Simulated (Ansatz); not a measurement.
Basis-set series for C2H6Cl4O2W, SMILES `C[O][W]([Cl])([Cl])([Cl])([Cl])[O]C`. The species carries charge 0 and has multiplicity 1. W: def2 effective core potential. The geometry is a stationary point of PBE0-D4/def2-TZVP. It is one conformer, not always the lowest.

```tsv
functional	basis	functions	energy (Eh)	HOMO (eV)	LUMO (eV)
PBE0-D4	def2-SVP	190	-2136.79356	-8.38	-4.42
PBE0-D4	def2-TZVPP	432	-2137.71405	-8.40	-4.38
ωB97M-V	def2-SVP	190	-2137.36590	-10.54	-2.55
ωB97M-V	def2-TZVPP	432	-2138.28924	-10.60	-2.54
```

Task: Give the rows for def2-QZVPP. (Best estimate.)

Result: Ansatz gave: 
```tsv
functional	basis	functions	energy (Eh)	HOMO (eV)	LUMO (eV)
PBE0-D4	def2-QZVPP	769	-2137.78150	-8.42	-4.41
ωB97M-V	def2-QZVPP	769	-2138.35386	-10.63	-2.58
```
